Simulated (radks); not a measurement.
Polarisability of the calcium ion Ca2+, [Ar], at imaginary frequency. All-electron calculation, scalar-relativistic Kohn-Sham, exchange-only LDA, spin-polarised, spherical densities, finite nucleus; Fermi nuclear charge, rms radius 3.4776 fm. Program: a radial shooting solver on a logarithmic mesh with Libxc functionals. Response by self-consistent Sternheimer equations with the Hartree and adiabatic exchange-only LDA kernel, the relativistic mass of each level held fixed and spin-orbit coupling left out.

| w (hartree) | alpha1(iw) (bohr^3) | alpha2(iw) (bohr^5) |
|---|---|---|
| 0.00266 | 3.406 | 7.763 |
| 0.0143 | 3.405 | 7.763 |
| 0.0360 | 3.403 | 7.759 |
| 0.0697 | 3.395 | 7.749 |
| 0.118 | 3.376 | 7.722 |
| 0.186 | 3.333 | 7.661 |
| 0.280 | 3.244 | 7.535 |
| 0.413 | 3.074 | 7.288 |
| 0.605 | 2.771 | 6.825 |
| 0.892 | 2.286 | 6.017 |
| 1.35 | 1.635 | 4.763 |
| 2.12 | 0.9590 | 3.152 |
| 3.59 | 0.4424 | 1.585 |
| 6.94 | 0.1543 | 0.5321 |
| 17.5 | 0.03499 | 0.09386 |

Static values: alpha1 = 3.406 bohr^3 (0.5047 angstrom^3; uncoupled 5.365), alpha2 = 7.763 bohr^5, alpha3 = 37.50 bohr^7. C6 = 11.38, C8 = 147.9, triple-dipole C9 = 28.54 atomic units. One-pole (London) frequency 4 C6 / (3 alpha1^2) = 1.308 hartree, against 1.524 for minus the highest occupied eigenvalue.
